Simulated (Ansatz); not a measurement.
A run for Ansatz (a quantum-chemistry and plane-wave program): U-B2PLYP/def2-TZVPP on OH (SMILES [OH]).

Ansatz 0.2 input:
```yaml
crystal:
  periodic: [false, false, false]
  atoms:
    - {symbol: O, position_ang: [0.00000000, -0.00000000, 0.48836012]}
    - {symbol: H, position_ang: [-0.00000000, 0.00000000, -0.48836012]}
basis:
  gaussian:
    orbitals: def2-TZVPP
hamiltonian:
  xc: {name: B2PLYP}
magnetization: {spin_polarized: true, initial_magnetization: 1}
correlation: {electrons: outside_noble_gas}
```

Output:

```
WARN ansatz: RAYON_NUM_THREADS=4 ignored (pool sized by the plan → 4); use --threads N
Functional definition: B2PLYP
integrals: 0.01 GiB planned
280 factors; integrals over basis functions are off by at most 7.9e-4 eV
mean field: 0.10 GiB planned
mean field evaluation 1: about -2057.9406 eV, gradient 1.5e1 eV
mean field evaluation 2: about -2057.9403 eV, gradient 1.5e1 eV
mean field evaluation 4: about -2058.6867 eV, gradient 9.0e-1 eV
mean field evaluation 8: about -2058.6900 eV, gradient 7.8e-3 eV
mean field evaluation 16: about -2058.6900 eV, gradient 1.5e-6 eV
mean field -2058.68995373 eV, -75.6554603692 hartree, gradient 1.5e-6 eV, S^2 0.753608; 0 other end points of the search recorded, 0 dependent functions left out
1 core orbitals not correlated
reference -2058.69002999 eV, -75.6554631719 hartree; 4, 3 occupied and 40, 41 virtual orbitals, 280 factors
second order -6.39811085 eV of doubles, -0.00000000 eV of singles
Total energy: -2060.41751992 eV, -75.7189472559 hartree
```

The calculation finished and met its thresholds.

Cost: around 0.8 core-seconds (rough).
